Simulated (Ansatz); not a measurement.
Total energies of CH$_{7}$ClOSi$_{2}$, SMILES `OC([SiH3])[SiH2]Cl`.

Z-matrix (Å, degrees):
```
C
Si 1 1.891
Si 1 1.878 2 112.3
O 1 1.426 2 107.6 3 123.0
H 1 1.103 2 106.5 3 -117.4
H 2 1.489 1 107.8 3 57.6
H 2 1.484 1 110.1 3 177.1
H 2 1.484 1 110.2 3 -61.5
Cl 3 2.069 1 106.0 2 170.0
H 3 1.481 1 112.3 2 53.7
H 3 1.482 1 111.9 2 -72.1
H 4 0.964 1 108.5 2 -173.1
```

Total charge 0; spin multiplicity 1. The geometry is a stationary point of PBE0-D4/def2-TZVP. It is one conformer, not always the lowest. Basis def2-TZVPP, Ansatz 0.2.0.

RPA on PBE orbitals: Hartree–Fock energy of these orbitals -1154.22041 Eh, correlation -1.46185 Eh (frozen core).

| functional | kind | energy without D4 (Eh) | D4 term (kJ/mol) |
| --- | --- | --- | --- |
| BLYP | GGA | -1156.78434 | -66.0 |
| PBE-QIDH | double hybrid | -1156.04603 | – |

Task: Give the same for LDA (SPW92), PBE, revPBE, r2SCAN, B97M-V, PBE0, B3LYP, r2SCANh, r2SCAN0, HSE06 (plane-wave form), BHLYP, CAM-B3LYP, LC-ωPBE, ωB97X-V, ωB97M-V, B2PLYP. (Estimate.)

Result: Ansatz gave: 
| functional | kind | energy without D4 (Eh) | D4 term (kJ/mol) |
| --- | --- | --- | --- |
| LDA (SPW92) | LDA | -1152.08696 | – |
| PBE | GGA | -1156.20717 | -30.5 |
| revPBE | GGA | -1156.59173 | -85.6 |
| r2SCAN | meta-GGA | -1156.69404 | -7.5 |
| B97M-V | meta-GGA with VV10 | -1156.54988 | – |
| PBE0 | global hybrid, 25 % exact exchange | -1156.31236 | -26.0 |
| B3LYP | global hybrid, 20 % | -1156.90214 | -49.3 |
| r2SCANh | meta-GGA hybrid, 10 % | -1156.68373 | -8.1 |
| r2SCAN0 | meta-GGA hybrid, 25 % | -1156.66954 | -8.9 |
| HSE06 (plane-wave form) | screened hybrid | -1156.28528 | -24.4 |
| BHLYP | global hybrid, 50 % | -1156.77737 | -39.4 |
| CAM-B3LYP | range-separated hybrid | -1156.81817 | -26.6 |
| LC-ωPBE | long-range corrected hybrid | -1156.46806 | – |
| ωB97X-V | range-separated hybrid GGA with VV10 | -1156.64749 | – |
| ωB97M-V | range-separated hybrid meta-GGA with VV10 | -1156.72318 | – |
| B2PLYP | double hybrid | -1156.37873 | – |

B3LYP takes the VWN-RPA correlation (the form of Gaussian; ORCA's B3LYP/G). HSE06 is the plane-wave form, built on full-range PBE exchange. The double hybrids freeze the cores in their second-order part.

LC-ωPBE has ω = 0.4 bohr⁻¹.
